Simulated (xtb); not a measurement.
AlHClBr, SMILES [AlH]([Br])[Cl]. All values are semi-empirical tight-binding results from xtb (GFN2-xTB unless named), good for trends rather than for accurate numbers. Geometry optimised at GFN2-xTB.

For metal compounds this method's bond lengths and energies can be far off.

```json
{
 "point_group_as_xtb_finds_it": "Cs",
 "orbital_gap": "5.01 eV",
 "zero_point_energy": "5.9 kcal/mol",
 "G − E(el) at 298.15 K (modified RRHO)": "-12.6 kcal/mol"
}
```
